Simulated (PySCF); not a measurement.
(1E)-1-chloro-1-fluorobuta-1,3-diene (C₄H₄ClF), SMILES C(/C=C)=C(\Cl)F. Geometry optimised at PBE-D3(BJ)/def2-SVP. The values are those of a single conformer.

Give the equilibrium geometry at PBE-D3(BJ)/def2-SVP (PySCF confirms it by a frequency run) as bond lengths and angles, and its point group. (Estimate from the structure and the level; the computed values follow.)

One answer among several that fit: point group Cs.
Atoms: C1 C2 C3 C4 F5 Cl6 H7 H8 H9 H10. Bonds (Å): C1–C2 1.354, C1–H7 1.102, C1–H8 1.100, C2–C3 1.451, C2–H9 1.103, C3–C4 1.354, C3–H10 1.100, C4–F5 1.335, C4–Cl6 1.726. Angles (°): C2–C1–H7 121.4, C2–C1–H8 121.3, H7–C1–H8 117.3, C1–C2–C3 124.1, C1–C2–H9 119.4, C3–C2–H9 116.5, C2–C3–C4 123.6, C2–C3–H10 119.4, C4–C3–H10 117.0, C3–C4–F5 122.7, C3–C4–Cl6 124.7, F5–C4–Cl6 112.6.
Charge 0, spin multiplicity 1.
